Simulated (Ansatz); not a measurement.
Born–Oppenheimer molecular dynamics of a periodic cell of 17 atoms, LiSi$_{16}$ (host Si, host structure diamond, interstitial Li). It goes on from the last frame of an earlier run, with new velocities.

Level of theory: DFT PBEsol, scalar-relativistic, plane waves, PAW (Ansatz). Settings: accuracy low, cutoff 420 eV, k mesh 2x2x2, fermi-dirac smearing 0.05 eV, spin collinear.

```json
{"ensemble": "NVT, Langevin thermostat", "time step": "1 fs", "steps asked": "110", "set temperature": "1260 K", "friction": "0.02 /fs", "seed": "639139"}
```

First frame:

```xyz
17
Lattice="0.0000 5.4300 5.4300 5.4300 0.0000 5.4300 5.4300 5.4300 0.0000" Properties=species:S:1:pos:R:3
Si -0.547 0.025 -0.316
Si 0.989 1.499 0.743
Si 2.663 2.816 -0.377
Si 3.837 4.162 1.228
Si 2.381 0.175 2.225
Si 3.656 1.258 3.858
Si 5.165 2.664 2.547
Si 6.595 4.033 3.756
Si -0.027 3.003 2.357
Si 1.195 4.350 3.986
Si 2.535 5.624 2.744
Si 4.114 7.036 3.712
Si 2.615 2.962 5.217
Si 3.889 4.491 6.569
Si 5.192 5.601 5.117
Si 6.637 6.789 6.473
Li 6.368 9.636 6.706
```

**Question.** What does the run give?

**Answer.** The run went to its last step.

| Item | Value |
| --- | --- |
| steps done | 110 |
| time covered | 110 fs |
| mean temperature over the second half | 1070 K |
| spread of the potential energy over the second half | 17.0 meV per atom |
| mean potential energy of the second half above the start | 32.5 meV per atom |

The mean temperature of the second half is 15 % below the set value. A run of 0.11 ps of so small a system gives no equilibrium averages. Limits of this set-up: coarse k mesh, low accuracy level.

**Question.** What happens to the structure?

**Answer.** Mean squared displacements from the first frame to the last, about the centre of mass: Si 0.12 Å², Li 0.02 Å². This is one draw of velocities; another would differ in detail.

**Question.** How do temperature and energy run in time?

**Answer.** 
```csv
time (fs),T (K),potential energy less start (eV)
0.0,1186,0.000
9.0,1072,0.367
18.0,1060,0.261
27.0,1155,0.360
36.0,1434,0.373
45.0,1352,0.813
54.0,1029,1.053
63.0,1246,0.594
72.0,1022,0.644
81.0,962,0.535
90.0,1185,0.024
99.0,1007,0.408
108.0,754,1.004
```

Run time: 27 min on 1 thread of Arm Neoverse V1, with other jobs on the host, peak memory 0.69 GiB.
